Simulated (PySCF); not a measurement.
**Spinor energies of Te²⁴⁺ (tellurium, charge +24)**

Start: [Ar] 3d10. Calculated with PySCF 2.14 in an even-tempered Gaussian basis (17 s from 3.2 bohr⁻², ratio 2.8; 13 p from 4.2 bohr⁻², ratio 2.8; 8 d from 4.2 bohr⁻², ratio 2.8; 3 f from 19 bohr⁻², ratio 3): generalised Hartree-Fock with the X2C-1e Hamiltonian and a Gaussian nucleus; one run each with spin-orbit coupling (SO) switched off, then screened by Boettger's factors.

| spinor shell | electrons | ε, spin-free (eV) | ε, screened SO (eV) | weight of nominal j (screened SO) | rms radius, screened SO (bohr) |
| --- | --- | --- | --- | --- | --- |
| 1s1/2 | 2 | -32743.3 | -32740.5 | 1.000 | 0.0318 |
| 2s1/2 | 2 | -5748.5 | -5747.7 | 1.000 | 0.129 |
| 2p1/2 | 2 | -5233.1 | -5424.9 | 1.000 | 0.112 |
| 2p3/2 | 4 | -5233.1 | -5146.6 | 1.000 | 0.117 |
| 3s1/2 | 2 | -1738.9 | -1738.8 | 1.000 | 0.338 |
| 3p1/2 | 2 | -1567.6 | -1605.7 | 1.000 | 0.330 |
| 3p3/2 | 4 | -1567.6 | -1550.3 | 1.000 | 0.340 |
| 3d3/2 | 4 | -1314.0 | -1320.8 | 1.000 | 0.310 |
| 3d5/2 | 6 | -1314.0 | -1309.3 | 1.000 | 0.313 |

```json
{"quantity": "E (hartree)", "spin-free": "-6522.35114", "screened SO": "-6524.20384"}
{"quantity": "M_J", "spin-free": "0", "screened SO": "0"}
{"quantity": "⟨J²⟩", "spin-free": "0.000", "screened SO": "0.000"}
{"quantity": "⟨L²⟩", "spin-free": "0.000", "screened SO": "0.013"}
{"quantity": "⟨S²⟩", "spin-free": "0.000", "screened SO": "0.013"}
```

Breit and QED terms are absent; they matter most for the inner s and p1/2 levels.

Densities and radii are taken from the X2C orbitals without a picture-change correction, which distorts them close to the nucleus.

Without spin-orbit coupling the j labels of p, d and f shells carry no meaning; the spin-free column gives the mean over the occupied spinors of each nl shell.
